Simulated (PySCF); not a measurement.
Below is a simulated gas-phase C 1s photoelectron spectrum of `O=C1CCC(=O)N1`.

Every computed line was given a Gaussian of 0.4 eV full width at half maximum and an area set by the number of equivalent atoms; the highest printed point is 100. Computed with PySCF 2.14.0, delta-SCF UKS SCAN, pcX-2 on the ionised atom, pcseg-1 elsewhere, spin-free X2C.

binding energy (eV), intensity and a bar:
```
    291.2          1 
    291.3          6 ##
    291.4         19 ######
    291.5         48 ##############
    291.6         82 #########################
    291.7        100 ##############################
    291.8         86 ##########################
    291.9         53 ################
    292.0         23 #######
    292.1          7 ##
    292.2          1 
    292.3          0 
    292.4          0 
    292.5          0 
    292.6          0 
    292.7          0 
    292.8          0 
    292.9          0 
    293.0          0 
    293.1          0 
    293.2          0 
    293.3          0 
    293.4          0 
    293.5          0 
    293.6          0 
    293.7          0 
    293.8          0 
    293.9          0 
    294.0          1 
    294.1          5 #
    294.2         17 #####
    294.3         44 #############
    294.4         79 ########################
    294.5        100 ##############################
    294.6         89 ###########################
    294.7         56 #################
    294.8         25 ########
    294.9          8 ##
    295.0          2 #
    295.1          0
```

Task: How many maxima does the curve show, and how many computed lines lie under it?

Result: The curve has 2 maxima (at 291.7 and 294.5 eV). Under it lie 2 lines from 2 inequivalent carbon sites.

Task: Decompose the envelope and assign each component. Numbering: `[O:1]=[C:2]1[CH2:3][CH2:4][C:5](=[O:6])[NH:7]1`.

Result: 
| position (eV) | relative area | line | atoms | environment |
| --- | --- | --- | --- | --- |
| 291.71 | 2 | C 1s | C3/C4 | sp3 carbon next to a carbonyl |
| 294.52 | 2 | C 1s | C2/C5 | amide carbonyl carbon |

Task: What are the centre and the root-mean-square width of the whole band?

Result: The area-weighted mean of the lines is 293.11 eV. Their own spread about it is 1.41 eV (rms) and each Gaussian has σ = 0.4/2.355 = 0.17 eV; the variances add, which gives 1.42 eV.

Task: Above which line width would these two lines show one maximum?

Result: Two equal Gaussians merge once their distance is under 2σ = FWHM/1.177. With 2.81 eV between them that is a full width over 3.31 eV.

Lowest listed C 1s: C3/C4, bonded to 2 C and 2 H. Highest, 2.81 eV above it: C2/C5, bonded to O (double bond), N and C. Summing the Pauling electronegativity differences to the bonded atoms, each weighted by its formal bond order, gives -0.70 for the lowest site and +2.27 for the highest.

The curve has no shake-up lines and no vibrational structure. Atoms equivalent by their bonding share one computed value, that of the first of them. Isolated species at its GFN2-xTB geometry, gas phase.

Hardware: one thread, Arm Neoverse V1 (shared host). Cost: 35 s of wall time.
